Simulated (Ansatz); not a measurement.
Input and output for CH₃F₃SSi (`FC(F)(F)S[SiH3]`).

```yaml
crystal:
  periodic: [false, false, false]
  atoms:
    - {symbol: F, position_ang: [1.827293, -0.470297, 0.518638]}
    - {symbol: C, position_ang: [1.301573, -0.342114, -0.701996]}
    - {symbol: F, position_ang: [0.751594, -1.518043, -1.013057]}
    - {symbol: F, position_ang: [2.298045, -0.119672, -1.554481]}
    - {symbol: S, position_ang: [0.129957, 1.031283, -0.819077]}
    - {symbol: Si, position_ang: [-1.307702, 0.414547, 0.659461]}
    - {symbol: H, position_ang: [-1.907276, -0.891237, 0.300312]}
    - {symbol: H, position_ang: [-2.313749, 1.499543, 0.588675]}
    - {symbol: H, position_ang: [-0.691134, 0.349891, 2.004525]}
basis:
  gaussian: {orbitals: 6-31G}
hamiltonian: {xc: {name: BLYP}}
```

```sh
$ ansatz run in.yaml --threads 4 --pin off --events-out ev --progress --plain --max-ram 10444MiB
```

It prints (some lines left out):

```
Functional definition: BLYP
728 factors; integrals over basis functions are off by at most 1.8e-4 eV
mean field evaluation 1: about -27939.9785 eV, gradient 4.1e1 eV
mean field evaluation 2: about -27933.9695 eV, gradient 7.5e1 eV
mean field evaluation 4: about -27943.0107 eV, gradient 1.8e0 eV
mean field evaluation 8: about -27943.0008 eV, gradient 1.9e-1 eV
mean field evaluation 16: about -27943.0009 eV, gradient 3.6e-5 eV
mean field -27943.00085127 eV, -1026.8863408380 hartree, gradient 3.6e-5 eV, S^2 0.000000; 0 other end points of the search recorded, 0 dependent functions left out
reference -27943.00114274 eV, -1026.8863515491 hartree; 33, 33 occupied and 35, 35 virtual orbitals, 728 factors
Total energy: -27943.00114274 eV, -1026.8863515491 hartree
```

Run time 0.6 s (4 threads of an Intel Xeon on a shared host); peak host memory 0.45 GiB.
